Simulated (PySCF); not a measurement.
Species: C3H5SSi (charge -1).
Cartesian coordinates in Å at the PBE0-D3(BJ)/def2-SVP level; atoms count from 1:
```xyz
10
C3H5SSi angstrom
C     -1.6525    1.3780    0.3185
C     -1.3830    0.1547    0.2726
C     -0.9705   -1.2331    0.2002
S      0.8601   -1.3119   -0.1699
Si     1.1961    0.8142   -0.2712
H     -1.4758   -1.8026   -0.6013
H     -1.1224   -1.7887    1.1437
H      2.6886    0.6841   -0.5805
H      1.1889    1.5877    1.0017
H      0.6763    1.5520   -1.4563
```

Computed with PBE0-D3(BJ)/def2-SVP geometry optimisation, gas phase in PySCF 2.14.0.

Masses are those of the commonest isotopes; rigid-rotor values at the optimised geometry. The values belong to one conformer with, in the numbering `[C-:1]#[C:2][CH2:3][S:4][SiH3:5]`, C2–C3–S4–Si5 0°.

Problem. Give the principal moments of inertia and the rotational constants in MHz.

Solution. Ia = 123.68, Ib = 157.33, Ic = 271.45 u·Å²; 505379 MHz·u·Å²/I gives A = 4086, B = 3212, C = 1862 MHz.

Problem. What kind of rotor is it?

Solution. An asymmetric top. Ray's parameter κ = (2B − A − C)/(A − C) = 0.214; −1 is the prolate and +1 the oblate limit.

Problem. What does the inertial defect say?

Solution. Not planar: Δ = Ic − Ia − Ib = -9.55 u·Å². For a rigid frame Δ = −2 Σ m c², so Σ m c² = 4.78 u·Å² lies off the ab plane, practically all of it from hydrogen. The atom farthest from that plane is 1.26 Å away.

Problem. Give the other two planar moments, Paa and Pbb, and the rms extents of the mass along the axes.

Solution. Paa = Σ m a² = (Ib + Ic − Ia)/2 = 152.56 and Pbb = Σ m b² = (Ia + Ic − Ib)/2 = 118.90 u·Å². With the mass M = 100.99 u, the rms extents √(P/M) along a, b and c are 1.23, 1.09, 0.22 Å.

Problem. Which lines would a microwave search look for?

Solution. The dipole components (about the centre of mass, as the species is charged) are |μa| = 4.99 D, |μb| = 3.02 D, |μc| = 0.00 D; the mirror of this Cs structure is the ab plane, so μc vanishes by symmetry (the 0.02 D computed is a residue) and there are no c-type lines. The squared components, which scale the intensities, stand as 1.00 : 0.37 (a : b). Some lines, for components of 0.1 D or more:

| type | branch | J(Ka,Kc) | MHz | lower level (cm⁻¹) |
| --- | --- | --- | --- | --- |
| a | Q | 2(2,0) ← 2(2,1) | 784 | 0.714 |
| a | Q | 1(1,0) ← 1(1,1) | 1350 | 0.198 |
| b | Q | 1(1,0) ← 1(0,1) | 2225 | 0.169 |
| b | Q | 2(2,0) ← 2(1,1) | 3406 | 0.627 |
| a | Q | 2(1,1) ← 2(1,2) | 4051 | 0.492 |
| b | Q | 2(1,1) ← 2(0,2) | 4359 | 0.482 |
| b | Q | 3(3,0) ← 3(2,1) | 5518 | 1.322 |
| b | R | 1(1,1) ← 0(0,0) | 5948 | 0.000 |
| b | Q | 3(1,2) ← 3(0,3) | 7829 | 0.916 |
| b | Q | 3(3,1) ← 3(2,2) | 8153 | 1.222 |
| b | R | 2(0,2) ← 1(1,1) | 8490 | 0.198 |
| b | Q | 3(2,2) ← 3(1,3) | 9105 | 0.918 |
| a | R | 2(0,2) ← 1(0,1) | 9364 | 0.169 |
| b | R | 2(1,2) ← 1(0,1) | 9672 | 0.169 |
| b | R | 3(0,3) ← 2(1,2) | 12718 | 0.492 |
| a | R | 3(1,3) ← 2(1,2) | 12790 | 0.492 |
| b | R | 3(1,3) ← 2(0,2) | 13098 | 0.482 |
| b | R | 2(2,1) ← 1(1,0) | 14121 | 0.243 |
| b | R | 2(2,0) ← 1(1,1) | 16255 | 0.198 |
| a | R | 3(1,2) ← 2(1,1) | 16496 | 0.627 |
| a | R | 3(2,1) ← 2(2,0) | 17419 | 0.741 |
| b | R | 3(3,1) ← 2(2,0) | 22591 | 0.741 |
| b | R | 3(3,0) ← 2(2,1) | 23720 | 0.714 |

Problem. Estimate the classical rotational partition function at 25 K, 50 K and 200 K.

Solution. Point group Cs, symmetry number σ = 1; q = (√π/σ)·√((kT/h)³/(ABC)), k/h = 20836.6 MHz/K: 4260 at 25 K, 12100 at 50 K, 96500 at 200 K.

Not checked by PBE0-D3(BJ)/def2-SVP frequencies. Constants of a rigid frame at the computed geometry: no zero-point averaging, no centrifugal distortion. A rigid rotor knows nothing of internal rotation, which can split or shift real lines.
